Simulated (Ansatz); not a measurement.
BMe2(CN) (C3H6BN). Total charge 0; singlet. Geometry PBE-D4/def2-SVP; atoms count from 1.

```xyz
11

B     0.1344    0.1965    0.0068
C    -1.2239    0.2080    0.7872
H    -0.9552    0.0103    1.8541
H    -1.9257   -0.5926    0.4822
H    -1.7360    1.1911    0.7943
C     0.6675   -1.0257   -0.8154
H     0.4179   -0.7987   -1.8811
H     0.1713   -1.9849   -0.5698
H     1.7696   -1.1423   -0.7939
C     1.0100    1.4833    0.0504
N     1.6700    2.4550    0.0852
```

Q: Estimate the Mulliken populations from the PBE0/def2-TZVP orbitals of Ansatz.

A: 
```json
{"atom": "B1", "charge (e)": "0.16"}
{"atom": "C2", "charge (e)": "-0.43"}
{"atom": "H3", "charge (e)": "0.16"}
{"atom": "H4", "charge (e)": "0.14"}
{"atom": "H5", "charge (e)": "0.16"}
{"atom": "C6", "charge (e)": "-0.43"}
{"atom": "H7", "charge (e)": "0.16"}
{"atom": "H8", "charge (e)": "0.14"}
{"atom": "H9", "charge (e)": "0.16"}
{"atom": "C10", "charge (e)": "-0.17"}
{"atom": "N11", "charge (e)": "-0.06"}
```
Mulliken values depend strongly on the basis.

Q: And the Mayer bond orders between heavy atoms (over 0.3)?

A: B1–C2 1.08 (1.57 Å); B1–C6 1.08 (1.57 Å); B1–C10 1.00 (1.56 Å); C10–N11 2.97 (1.18 Å).
